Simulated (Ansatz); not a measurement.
Z-matrix (Å, degrees):
```
Si
N 1 1.747
H 1 1.487 2 110.8
H 1 1.486 2 110.7 3 -121.8
H 1 1.481 2 107.4 3 119.1
C 2 1.241 1 125.7 3 60.3
O 6 1.378 2 123.7 1 0.0
H 6 1.095 2 123.8 1 -180.0
B 7 1.358 6 121.3 2 -179.7
H 9 1.199 7 119.6 6 -0.0
H 9 1.192 7 116.7 6 -180.0
```

Total charge 0; spin multiplicity 1.

Question: List the r2SCAN/def2-TZVPP orbital energies in eV (Ansatz). (Estimate.)

Answer: The calculation gave: Occupied: -1791.21, -517.53, -385.10, -276.25, -181.56, -141.63, -96.51, -96.48, -96.47, -28.79, -23.79, -16.87, -15.27, -13.81, -11.75, -11.63, -11.40, -9.99, -9.18, -8.77, -8.35, -7.87, -6.75. Lowest empty: -2.11, -1.17, 0.36, 1.35, 1.47, 1.83, 2.09, 2.49.
